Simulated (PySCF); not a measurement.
Where the electron goes

Compound: Sn(tBu)Me3, C7H18Sn.
Structure used (PBE0-D3(BJ)/def2-SVP), in Å, numbered top down from 1:
```
atom  x, y, z in Å
Sn1   -0.011    0.010   -1.001
C2    -0.006   -0.007    1.192
C3    -1.442    0.139    1.687
C4     0.844    1.158    1.692
C5     0.584   -1.331    1.668
H6    -1.474    0.133    2.794
H7    -1.900    1.084    1.354
H8    -2.085   -0.687    1.341
H9     0.449    2.132    1.358
H10    1.889    1.084    1.350
H11    0.863    1.178    2.798
H12    1.621   -1.471    1.320
H13   -0.006   -2.195    1.323
H14    0.604   -1.372    2.774
C15    2.028   -0.007   -1.708
H16    2.056   -0.090   -2.804
H17    2.571   -0.863   -1.281
H18    2.546    0.917   -1.414
C19   -1.013    1.790   -1.702
H20   -0.572    2.683   -1.235
H21   -2.082    1.755   -1.449
H22   -0.913    1.881   -2.793
C23   -1.037   -1.745   -1.726
H24   -2.055   -1.796   -1.313
H25   -0.493   -2.654   -1.431
H26   -1.107   -1.721   -2.823
```

Computed with TDDFT B3LYP/def2-SVPD, vertical, gas phase, core orbitals frozen in the response, def2 core potentials past Kr in PySCF 2.14.0, density-fitted response routines. Spin–orbit coupling is left out.

Kohn–Sham orbitals with the atoms that hold most of them (Löwdin shares over 4%, at most four atoms; ? is withheld):

```
orbital  ε (eV)                              atoms
 LUMO+2    0.75    C19 14%, Sn1 8%, H20 8%, C23 7%
 LUMO+1    0.75   C15 13%, C23 10%, Sn1 8%, H18 7%
   LUMO   -0.11                                  ?
   HOMO   -6.54                                  ?
 HOMO-1   -7.49  C15 30%, C23 23%, Sn1 20%, H18 5%
 HOMO-2   -7.50  C19 35%, Sn1 20%, C23 14%, C15 7%
 HOMO-3   -9.10     C3 24%, C2 22%, C5 14%, C4 12%
```

Q: Which atoms hold the HOMO, and with what shares?

A: C2 (bonded to 3 C and Sn) 33%; Sn1 (bonded to 4 C) 17%; C3 (bonded to C and 3 H) 6%; C5 (bonded to C and 3 H) 6%. By element: carbon 46% or more, tin 17%.

Q: Which atoms hold the LUMO, and with what shares?

A: Sn1 (bonded to 4 C) 26%; C19 (bonded to Sn and 3 H) 7%; C23 (bonded to Sn and 3 H) 7%; C15 (bonded to Sn and 3 H) 6%. By element: tin 26%, carbon 20% or more.

Within 0.005 eV of a neighbour in this list lie LUMO+1/LUMO+2.

Q: How does S1 compare with the orbital gap of 6.43 eV?

A: S1 is at 5.70 eV (f = 0.0074), 0.73 eV below the gap, made of HOMO→LUMO (99%). Without the coupling terms of the response equations the lowest excitation would equal the gap.

Next come S2 at 6.51 eV (f 0.034), HOMO→LUMO+1/LUMO+2 (≥93%); S3 at 6.51 eV (f 0.033), HOMO→LUMO+1/LUMO+2 (≥93%); S4 at 6.57 eV (f 0.126), HOMO→LUMO+3 (99%); S5 at 6.60 eV (f 0.048), HOMO-2/HOMO-1→LUMO (≥92%).

Orbitals of the list HOMO-3 to LUMO+2 that lie within 0.01 eV of each other are written together with a slash and their weights summed (≥ marks a lower bound); for degenerate orbitals outside that list single weights are arbitrary.
